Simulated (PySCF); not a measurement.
Highest occupied level (eV) of eight silicon and germanium compounds: PBE beside HF, computed with PySCF for isolated molecules in the bases named; differences from unrounded values. The eight are the first of their class met in an unordered collection, after screening for sound electronic states; none was chosen by its value. Each molecule has one DFT geometry for both levels.

| molecule | basis | HF | PBE | difference |
|---|---|---|---|---|
| C4H10OSi, SMILES CCC(=O)[SiH2]C | def2-TZVP | -10.26 | -5.28 | 4.97 |
| B(GeH3)2(H) (BGe2H7), SMILES [GeH3][BH][GeH3] | def2-TZVP | -10.50 | -6.79 | 3.71 |
| GeF₂ClBr, SMILES [Br][Ge]([F])([F])[Cl] | def2-TZVP | -12.67 | -8.19 | 4.48 |
| C2H7FSSi, SMILES C[Si](C)(F)S | def2-TZVP | -10.26 | -6.14 | 4.12 |
| C2H8O2Si, SMILES C[Si@H](O)CO | def2-TZVP | -10.95 | -5.73 | 5.22 |
| CH3F3OSi, SMILES [Si](F)(O)(F)CF | def2-TZVP | -13.61 | -7.96 | 5.65 |
| C₂H₆F₂Si, SMILES F[SiH](CC)F | def2-TZVP | -12.27 | -7.49 | 4.78 |
| CH4ClFOSi2, SMILES O=C([SiH2]F)[SiH2]Cl | def2-TZVP | -10.28 | -5.59 | 4.69 |

PBE lies below HF in 0 and above it in 8 of the eight; the mean signed difference is 4.70 and the largest 5.65 eV.
